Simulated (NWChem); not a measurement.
System: C₃H₄F₂O; SMILES C(=C(/F)OC)/F

The following NWChem deck was run.

```
start job
memory heap 200 mb stack 900 mb global 1100 mb
geometry units angstroms noautosym
  C      0.000372     2.288316    -0.147848
  O      0.733847     1.082371     0.147742
  C      0.065613    -0.070416     0.033853
  F     -1.255789     0.036275     0.075616
  C      0.669554    -1.262223    -0.060937
  F     -0.042012    -2.390727    -0.048289
  H      0.745879     3.092229    -0.062069
  H     -0.432788     2.291556    -1.196453
  H     -0.833331     2.471786     0.596453
  H      1.753628    -1.370275    -0.114947
end
basis spherical
  * library def2-svp
end
dft
  xc pbe0
  grid fine
  iterations 150
end
driver
  maxiter 120
  tight
end
task dft optimize
task dft freq
```

NWChem printed, in part:

```
             Northwest Computational Chemistry Package (NWChem) 7.3.0
             --------------------------------------------------------

                             Geometry "geometry" -> ""
                             -------------------------

 Output coordinates in angstroms (scale by  1.889725989 to convert to a.u.)

  No.       Tag          Charge          X              Y              Z
 ---- ---------------- ---------- -------------- -------------- --------------
    1 C                    6.0000     0.00376390     2.29481063    -0.13954115
    2 O                    8.0000     0.73723890     1.08886563     0.15604885
    3 C                    6.0000     0.06900490    -0.06392137     0.04215985
    4 F                    9.0000    -1.25239710     0.04276963     0.08392285
    5 C                    6.0000     0.67294590    -1.25572838    -0.05263015
    6 F                    9.0000    -0.03862010    -2.38423238    -0.03998215
    7 H                    1.0000     0.74927090     3.09872363    -0.05376215
    8 H                    1.0000    -0.42939610     2.29805063    -1.18814615
    9 H                    1.0000    -0.82993910     2.47828063     0.60475985
   10 H                    1.0000     1.75701990    -1.36378038    -0.10664015

 Effective nuclear repulsion energy (a.u.)     242.6542924906

                                Z-matrix (autoz)
                                --------

 Units are Angstrom for bonds and degrees for angles

[...]

      ----------------------
      Optimization converged
      ----------------------

  Step       Energy      Delta E   Gmax     Grms     Xrms     Xmax
  ---- ---------------- -------- -------- -------- -------- --------
@   35    -390.87419666 -4.8D-10  0.00000  0.00000  0.00002  0.00006
                                     ok       ok       ok       ok

                                Z-matrix (autoz)
                                --------

 Units are Angstrom for bonds and degrees for angles

[...]

 Rotational Constants
 --------------------
 A=   0.284964 cm-1  (  0.409990 K)
 B=   0.074137 cm-1  (  0.106665 K)
 C=   0.062726 cm-1  (  0.090247 K)

 Temperature                      =   298.15K
 frequency scaling parameter      =   1.0000

 Zero-Point correction to Energy  =   44.130 kcal/mol  (  0.070326 au)
 Thermal correction to Energy     =   48.121 kcal/mol  (  0.076685 au)
 Thermal correction to Enthalpy   =   48.713 kcal/mol  (  0.077629 au)

 Total Entropy                    =   79.515 cal/mol-K
   - Translational                =   39.517 cal/mol-K (mol. weight =  94.0230)
   - Rotational                   =   26.589 cal/mol-K (symmetry #  =        1)
   - Vibrational                  =   13.409 cal/mol-K

 Cv (constant volume heat capacity) =   20.620 cal/mol-K
   - Translational                  =    2.979 cal/mol-K
   - Rotational                     =    2.979 cal/mol-K
   - Vibrational                    =   14.661 cal/mol-K

[normal modes left out]

 ----------------------------------------------------------------------------
 Normal Eigenvalue ||           Projected Infra Red Intensities
  Mode   [cm**-1]  || [atomic units] [(debye/angs)**2] [(KM/mol)] [arbitrary]
 ------ ---------- || -------------- ----------------- ---------- -----------
    1       -0.000 ||    0.001001           0.023         0.975       0.300
    2       -0.000 ||    0.000226           0.005         0.221       0.068
    3       -0.000 ||    0.000795           0.018         0.775       0.238
    4       -0.000 ||    0.000011           0.000         0.011       0.003
    5       -0.000 ||    0.000953           0.022         0.929       0.285
    6       -0.000 ||    0.000430           0.010         0.419       0.129
    7       84.420 ||    0.004364           0.101         4.254       1.307
    8      147.715 ||    0.000374           0.009         0.364       0.112
    9      202.321 ||    0.001513           0.035         1.475       0.453
   10      253.240 ||    0.008154           0.188         7.949       2.441
   11      370.275 ||    0.003774           0.087         3.679       1.130
   12      497.113 ||    0.004240           0.098         4.133       1.269
   13      612.688 ||    0.011440           0.264        11.152       3.425
   14      693.546 ||    0.001142           0.026         1.114       0.342
   15      790.362 ||    0.028777           0.664        28.053       8.616
   16      924.479 ||    0.045039           1.039        43.906      13.485
   17     1086.059 ||    0.069660           1.607        67.908      20.857
   18     1172.110 ||    0.004140           0.096         4.036       1.240
   19     1200.269 ||    0.023112           0.533        22.531       6.920
   20     1215.401 ||    0.108693           2.508       105.959      32.543
   21     1326.358 ||    0.289040           6.668       281.771      86.540
   22     1362.406 ||    0.178665           4.122       174.172      53.493
   23     1463.242 ||    0.010385           0.240        10.124       3.109
   24     1479.093 ||    0.011470           0.265        11.181       3.434
   25     1480.528 ||    0.056540           1.304        55.118      16.928
   26     1861.023 ||    0.062848           1.450        61.267      18.817
   27     3047.705 ||    0.040470           0.934        39.452      12.117
   28     3146.387 ||    0.018441           0.425        17.977       5.521
   29     3199.292 ||    0.007860           0.181         7.662       2.353
   30     3268.151 ||    0.008428           0.194         8.216       2.523
 ----------------------------------------------------------------------------
```

Level: PBE0/def2-SVP.
